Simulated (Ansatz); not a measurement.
Consider the formal exchange of groups at the Si–S bond: `N[SiH](S)CCl` + `CCS` → `N[SiH2]CCl` + `SCCS`.

Gas-phase electronic energies from Ansatz, PBE0-D4/def2-TZVP geometries. CCSD(T)/CBS adds triple-zeta CCSD(T) − MP2 to the extrapolated MP2 energy (def2 sets, frozen cores). This one scheme is used for every species. Functionals use def2-TZVPP. One conformer a species, not always the lowest.

(1) Is it downhill or uphill in electronic energy at CCSD(T)/CBS, and by how much? (Estimate.)

(2) What do these levels give: PBE0-D4, r2SCAN, PBE0, MP2/def2-TZVPP, SCS-MP2/def2-TZVPP, CCSD/def2-TZVPP? (Estimate.)

Largest T1 diagnostic among the species: 0.010.

Results:

(1) Ansatz gave: Uphill: ΔE = +120.2 kJ/mol.

(2) The calculation gave: PBE0-D4 123.0, r2SCAN 124.9, PBE0 121.8, MP2/def2-TZVPP 122.4, SCS-MP2/def2-TZVPP 118.3, CCSD/def2-TZVPP 119.3 kJ/mol.
